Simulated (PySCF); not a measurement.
# Radial density of Mo¹⁸⁺ (molybdenum, charge +18)

UHF, [Ar] 3d6, high-spin 5D determinant. Calculation: PySCF 2.14, in an even-tempered Gaussian basis (17 s from 1.7 bohr⁻², ratio 2.5; 11 p from 2.2 bohr⁻², ratio 2.5; 8 d from 2.2 bohr⁻², ratio 2.5; 4 f from 9.9 bohr⁻², ratio 2.7; 4 g from 15 bohr⁻², ratio 2.7); the non-relativistic Hamiltonian (point nucleus).

```json
{"r (bohr)": "0.000644", "4πr²ρ (e/bohr)": "0.2550", "4πr²(ρα − ρβ)": "0.0000"}
{"r (bohr)": "0.00108", "4πr²ρ (e/bohr)": "0.6954", "4πr²(ρα − ρβ)": "0.0000"}
{"r (bohr)": "0.00182", "4πr²ρ (e/bohr)": "1.849", "4πr²(ρα − ρβ)": "-0.0001"}
{"r (bohr)": "0.00307", "4πr²ρ (e/bohr)": "4.714", "4πr²(ρα − ρβ)": "-0.0002"}
{"r (bohr)": "0.00516", "4πr²ρ (e/bohr)": "11.19", "4πr²(ρα − ρβ)": "-0.0004"}
{"r (bohr)": "0.00867", "4πr²ρ (e/bohr)": "23.60", "4πr²(ρα − ρβ)": "-0.0008"}
{"r (bohr)": "0.0146", "4πr²ρ (e/bohr)": "40.88", "4πr²(ρα − ρβ)": "-0.0013"}
{"r (bohr)": "0.0245", "4πr²ρ (e/bohr)": "51.99", "4πr²(ρα − ρβ)": "-0.0003"}
{"r (bohr)": "0.0413", "4πr²ρ (e/bohr)": "46.49", "4πr²(ρα − ρβ)": "0.0202"}
{"r (bohr)": "0.0694", "4πr²ρ (e/bohr)": "49.83", "4πr²(ρα − ρβ)": "0.2543"}
{"r (bohr)": "0.117", "4πr²ρ (e/bohr)": "63.86", "4πr²(ρα − ρβ)": "1.9125"}
{"r (bohr)": "0.196", "4πr²ρ (e/bohr)": "38.55", "4πr²(ρα − ρβ)": "7.4946"}
{"r (bohr)": "0.330", "4πr²ρ (e/bohr)": "41.03", "4πr²(ρα − ρβ)": "11.2819"}
{"r (bohr)": "0.556", "4πr²ρ (e/bohr)": "17.12", "4πr²(ρα − ρβ)": "3.7888"}
{"r (bohr)": "0.935", "4πr²ρ (e/bohr)": "0.4905", "4πr²(ρα − ρβ)": "0.1236"}
{"r (bohr)": "1.57", "4πr²ρ (e/bohr)": "0.0005293", "4πr²(ρα − ρβ)": "0.0002"}
```

A non-relativistic calculation at this Z misses sizeable relativistic shifts. Spin-orbit coupling, absent here, splits the open shell strongly.
